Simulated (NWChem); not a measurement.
System: SiHSF, singlet; SMILES S[Si]F

```xyz
4

Si     0.6571     0.6352     0.0000
F     -0.7170     1.5227     0.0000
S     -0.2562    -1.3159     0.0000
H      0.9473    -1.9333     0.0000
```
Atoms are numbered in this order, from 1.

Computed with NWChem. Geometry optimised at PBE0/def2-SVP; all other runs use it. Low-valent species are run as closed-shell singlets; no triplet was tried in these runs.

```json
[
 {"quantity": "vertical ionisation energy, ΔSCF (eV)", "level": "CAM-B3LYP/def2-SVP", "value": "?"},
 {"quantity": "anisotropy (bohr³), static", "level": "CAM-B3LYP/def2-SVPD", "value": "?"},
 {"quantity": "vertical, lowest excitation, singlet (eV)", "level": "CAM-B3LYP/def2-SVPD, TDA", "value": "?"},
 {"quantity": "dipole in solution (D) in n-hexane", "level": "PBE0/def2-SVP, SMD", "value": "2.05"},
 {"quantity": "dipole (D)", "level": "PBE0/def2-SVP", "value": "1.83"},
 {"quantity": "highest harmonic frequency (cm⁻¹)", "level": "PBE0/def2-SVP", "value": "2707"}
]
```

Question: Some entries are withheld; supply them.

Answer: 
- vertical ionisation energy, ΔSCF (eV), value: 9.67
- anisotropy (bohr³), static, value: 24.1
- vertical, lowest excitation, singlet (eV), value: 4.24
